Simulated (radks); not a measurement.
Initial-state core-level shifts of the nickel ion Ni+ when its valence configuration changes from [Ar] 3d9. All-electron calculation, Dirac Kohn-Sham, BLYP, spin-unpolarised, spherical densities, point nucleus; open shells fill j = l - 1/2 first. Program: a radial shooting solver on a logarithmic mesh with Libxc functionals. Shifts are changes of the shell-averaged eigenvalues in eV (positive: less bound).

3d8 4s1: 1s -5.638; 2p -6.220; 3s -5.713; 3p -5.568
3d8 4p1: 1s -7.237; 2p -7.734; 3s -7.305; 3p -7.161
3d7.5 4s1 4p0.5: 1s -9.833; 2p -10.745; 3s -9.842; 3p -9.607
3d7 4s1 4p1: 1s -14.334; 2p -15.641; 3s -14.191; 3p -13.853
3d6.5 4s1 4p1.5: 1s -19.117; 2p -20.880; 3s -18.722; 3p -18.272
3d6 4s1.5 4p1.5: 1s -23.459; 2p -25.757; 3s -22.710; 3p -22.143
3d8.5 4s0.5: 1s -2.625; 2p -2.892; 3s -2.690; 3p -2.623
3d6.5 4s0.5 4p2: 1s -19.834; 2p -21.573; 3s -19.433; 3p -18.979
3d4 4s1.5 4p3.5: 1s -46.291; 2p -51.150; 3s -42.823; 3p -41.744
